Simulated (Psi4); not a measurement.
phosphorus atom (P), quartet; CAM-B3LYP/6-311++G** (Psi4 1.11).

The Psi4 input:
```
memory 2 GB

molecule {
0 4
P     0.00000000    0.00000000    0.00000000
}

set {
  basis 6-311++g**
  reference uks
  puream false
}

energy('cam-b3lyp')
print_variables()
```

Output, abridged:

```
   => Loading Basis Set <=

    Name: 6-311++G**
    Role: ORBITAL
    Keyword: BASIS

         ---------------------------------------------------------
                                   SCF
               by Justin Turney, Rob Parrish, Andy Simmonett
                          and Daniel G. A. Smith
                              UKS Reference
         ---------------------------------------------------------

  ==> Geometry <==

    Molecular point group: d2h
    Geometry (in Angstrom), charge = 0, multiplicity = 4:

       Center              X                  Y                   Z               Mass
    ------------   -----------------  -----------------  -----------------  -----------------
         P            0.000000000000     0.000000000000     0.000000000000    30.973761998420

  Running in d2h symmetry.

  Rotational constants: A = ************  B = ************  C = ************ [cm^-1]
  Rotational constants: A = ************  B = ************  C = ************ [MHz]
  Nuclear repulsion =    0.000000000000000

  Charge       = 0
  Multiplicity = 4
  Electrons    = 15
  Nalpha       = 9
  Nbeta        = 6

  ==> Algorithm <==

  SCF Algorithm Type is DF.
  DIIS enabled.
  MOM disabled.
  Fractional occupation disabled.
  Guess Type is CORE.
  Energy threshold   = 1.00e-06
  Density threshold  = 1.00e-06
  Integral threshold = 1.00e-12

  ==> Primary Basis <==

  Basis Set: 6-311++G**
    Blend: 6-311++G**
    Number of shells: 14
    Number of basis functions: 31
    Number of Cartesian functions: 31
    Spherical Harmonics?: false
    Max angular momentum: 2

  ==> DFT Potential <==

   => LibXC <=

    Version 7.1.2
    S. Lehtola, C. Steigemann, M. J. T. Oliveira, and M. A. L. Marques,  SoftwareX 7, 1–5 (2018) (10.1016/j.softx.2017.11.002)

   => Composite Functional: CAM-B3LYP <=

    CAM-B3LYP Hyb-GGA Exchange-Correlation Functional

    T. Yanai, D. P. Tew, and N. C. Handy,  Chem. Phys. Lett. 393, 51 (2004) (10.1016/j.cplett.2004.06.011)

    Deriv               =              1
    GGA                 =           TRUE
    Meta                =          FALSE

    Exchange Hybrid     =           TRUE
    MP2 Hybrid          =          FALSE

   => Exchange Functionals <=

    0.3500         Becke 88 [omega = 0.3300]
    0.4600   Short-range recipe for B88 functional - erf [omega = 0.3300]

   => Exact (HF) Exchange <=

    0.4600            HF,LR [omega = 0.3300]
    0.1900               HF

   => Correlation Functionals <=

    0.1900   Vosko, Wilk & Nusair (VWN5)
    0.8100   Lee, Yang & Parr

   => LibXC Density Thresholds  <==

    XC_HYB_GGA_XC_CAM_B3LYP:  1.00E-14

   => Molecular Quadrature <=

    Radial Scheme          =       TREUTLER
    Pruning Scheme         =           NONE
    Nuclear Scheme         =       TREUTLER

    Blocking Scheme        =         OCTREE
    BS radius alpha        =              1
    Pruning alpha          =              1
    Radial Points          =             75
    Spherical Points       =            302
    Total Points           =          22046
    Total Blocks           =            238
    Max Points             =            249
    Max Functions          =             31
    Weights Tolerance      =       1.00E-15

   => Loading Basis Set <=

    Name: (6-311++G** AUX)
    Role: JKFIT
    Keyword: DF_BASIS_SCF

  ==> Integral Setup <==

  SCF_SUBTYPE=INCORE selected. In-core MEM_DF algorithm will be used.
  Using in-core AOs.

  ==> MemDFJK: Density-Fitted J/K Matrices <==

    J tasked:                   Yes
    K tasked:                   Yes
    wK tasked:                  Yes
    Omega:                3.300E-01
    Algorithm:                 Core
    Schwarz Cutoff:           1E-12
    Mask sparsity (%):       0.0000
    Fitting Condition:        1E-10

   => Auxiliary Basis Set <=

  Basis Set: (6-311++G** AUX)
    Blend: AUG-CC-PVTZ-JKFIT
    Number of shells: 42
    Number of basis functions: 180
    Number of Cartesian functions: 180
    Spherical Harmonics?: false
    Max angular momentum: 4

  Minimum eigenvalue in the overlap matrix is 3.4445924824E-03.
  Reciprocal condition number of the overlap matrix is 8.4787210942E-04.
    Using symmetric orthogonalization.

  ==> Pre-Iterations <==

  SCF Guess: Core (One-Electron) Hamiltonian.

   -------------------------------------------------------
    Irrep   Nso     Nmo     Nalpha   Nbeta   Ndocc  Nsocc
   -------------------------------------------------------
     Ag        10      10       3       3       3       0
     B1g        1       1       0       0       0       0
     B2g        1       1       0       0       0       0
     B3g        1       1       0       0       0       0
     Au         0       0       0       0       0       0
     B1u        6       6       2       1       1       1
     B2u        6       6       2       1       1       1
     B3u        6       6       2       1       1       1
   -------------------------------------------------------
    Total      31      31       9       6       6       3
   -------------------------------------------------------

  ==> Iterations <==

                           Total Energy        Delta E     RMS |[F,P]|

   @DF-UKS iter   1:  -302.55553407752006   -3.02556e+02   1.52745e+00 ADIIS
   @DF-UKS iter   2:  -313.67536573745861   -1.11198e+01   9.18721e-01 ADIIS
   @DF-UKS iter   3:  -340.31823805540529   -2.66429e+01   1.45776e-01 ADIIS
   @DF-UKS iter   4:  -341.05561012327036   -7.37372e-01   8.12440e-02 DIIS/ADIIS
   @DF-UKS iter   5:  -341.24740899153039   -1.91799e-01   3.28909e-02 DIIS/ADIIS
   @DF-UKS iter   6:  -341.27214190629371   -2.47329e-02   4.28748e-03 DIIS/ADIIS
   @DF-UKS iter   7:  -341.27246514488957   -3.23239e-04   9.94649e-05 DIIS
   @DF-UKS iter   8:  -341.27246898368332   -3.83879e-06   1.23846e-05 DIIS
   @DF-UKS iter   9:  -341.27246903939886   -5.57155e-08   5.73373e-07 DIIS
  Energy and wave function converged.

  ==> Post-Iterations <==

   Electrons on quadrature grid:
      Nalpha   =    9.0000000032 ; deviation = 3.237e-09
      Nbeta    =    6.0000000032 ; deviation = 3.238e-09
      Ntotal   =   15.0000000065 ; deviation = 6.475e-09

   @Spin Contamination Metric:   3.245092557E-04
   @S^2 Expected:                3.750000000E+00
   @S^2 Observed:                3.750324509E+00
   @S   Expected:                1.500000000E+00
   @S   Observed:                1.500000000E+00

    Orbital Energies [Eh]
    ---------------------

    Alpha Occupied:

       1Ag   -77.159523     2Ag    -6.655110     1B3u   -4.818951
       1B1u   -4.818951     1B2u   -4.818951     3Ag    -0.678644
       2B1u   -0.319787     2B3u   -0.319787     2B2u   -0.319787

    Alpha Virtual:

       4Ag     0.041662     3B2u    0.067613     3B3u    0.067613
       3B1u    0.067613     4B2u    0.330687     4B1u    0.330687
       4B3u    0.330687     5Ag     0.502278     1B3g    0.690130
       1B1g    0.690130     1B2g    0.690130     6Ag     0.690130
       7Ag     0.690130     5B2u    1.574930     5B1u    1.574930
       5B3u    1.574930     8Ag     2.874285     9Ag    11.084100
       6B2u   13.856875     6B3u   13.856875     6B1u   13.856875
      10Ag   168.948976

    Beta Occupied:

       1Ag   -77.145743     2Ag    -6.641675     1B3u   -4.798411
       1B1u   -4.798411     1B2u   -4.798411     3Ag    -0.544430

    Beta Virtual:

       2B2u   -0.068887     2B3u   -0.068887     2B1u   -0.068887
       4Ag     0.041794     3B2u    0.071901     3B3u    0.071901
       3B1u    0.071901     4B2u    0.356967     4B3u    0.356967
       4B1u    0.356967     5Ag     0.535585     1B1g    0.792965
       1B3g    0.792965     1B2g    0.792965     6Ag     0.792965
       7Ag     0.792965     5B2u    1.619691     5B3u    1.619691
       5B1u    1.619691     8Ag     2.919037     9Ag    11.116822
       6B2u   13.883611     6B3u   13.883611     6B1u   13.883611
      10Ag   168.962184

    Final Occupation by Irrep:
             Ag   B1g   B2g   B3g    Au   B1u   B2u   B3u
    DOCC [     3,    0,    0,    0,    0,    1,    1,    1 ]
    SOCC [     0,    0,    0,    0,    0,    1,    1,    1 ]
    NA   [     3,    0,    0,    0,    0,    2,    2,    2 ]
    NB   [     3,    0,    0,    0,    0,    1,    1,    1 ]

  @DF-UKS Final Energy:  -341.27246903939886

   => Energetics <=

    Nuclear Repulsion Energy =              0.0000000000000000
    One-Electron Energy =                -471.6570315959701247
    Two-Electron Energy =                 148.0818380442327680
    DFT Exchange-Correlation Energy =     -17.6972754876615248
    Empirical Dispersion Energy =           0.0000000000000000
    VV10 Nonlocal Energy =                  0.0000000000000000
    Total Energy =                       -341.2724690393988567

  UHF NO Occupations:
  HONO-2 :    2B3u 1.0000000
  HONO-1 :    2B1u 1.0000000
  HONO-0 :    2B2u 1.0000000
  LUNO+0 :    4 Ag 0.0001602
  LUNO+1 :    3B2u 0.0000006
  LUNO+2 :    3B1u 0.0000006
  LUNO+3 :    3B3u 0.0000006

Computation Completed

Properties will be evaluated at   0.000000,   0.000000,   0.000000 [a0]

Properties computed using the SCF density matrix

 Multipole Moments:

 ------------------------------------------------------------------------------------
     Multipole            Electronic (a.u.)      Nuclear  (a.u.)        Total (a.u.)
 ------------------------------------------------------------------------------------

 L = 1.  Multiply by 2.5417464519 to convert [e a0] to [Debye]
 Dipole X            :          0.0000000            0.0000000            0.0000000
 Dipole Y            :          0.0000000            0.0000000            0.0000000
 Dipole Z            :          0.0000000            0.0000000            0.0000000
 Magnitude           :                                                    0.0000000

 ------------------------------------------------------------------------------------

  Variable Map:
  ----------------------------------------------------------------------------
  "CURRENT ENERGY"              =>    -341.272469039399
  "CURRENT REFERENCE ENERGY"    =>    -341.272469039399
  "DD SOLVATION ENERGY"         =>       0.000000000000
  "DFT FUNCTIONAL TOTAL ENERGY" =>    -341.272469039399
  "DFT TOTAL ENERGY"            =>    -341.272469039399
  "DFT VV10 ENERGY"             =>       0.000000000000
  "DFT XC ENERGY"               =>     -17.697275487662
  "GRID ELECTRONS ALPHA"        =>       9.000000003237
  "GRID ELECTRONS BETA"         =>       6.000000003238
  "GRID ELECTRONS TOTAL"        =>      15.000000006475
  "NUCLEAR REPULSION ENERGY"    =>       0.000000000000
  "ONE-ELECTRON ENERGY"         =>    -471.657031595970
  "PCM POLARIZATION ENERGY"     =>       0.000000000000
  "PE ENERGY"                   =>       0.000000000000
  "SCF ITERATION ENERGY"        =>    -341.272469039399
  "SCF ITERATIONS"              =>       9.000000000000
  "SCF TOTAL ENERGY"            =>    -341.272469039399
  "TWO-ELECTRON ENERGY"         =>     148.081838044233
  "XC GRID RADIAL POINTS"       =>      75.000000000000
  "XC GRID SPHERICAL POINTS"    =>     302.000000000000
  "XC GRID TOTAL POINTS"        =>   22046.000000000000

  Array Variable Map:
  ----------------------------------------------------------------------------
  "CURRENT DIPOLE"              =>       0.000000000000 ... 0.000000000000 1 by 3
  "SCF DIPOLE"                  =>       0.000000000000 ... 0.000000000000 1 by 3
  "SCF TOTAL ENERGIES"          =>    -302.555534077520 ... -341.272469039399 1 by 9
```
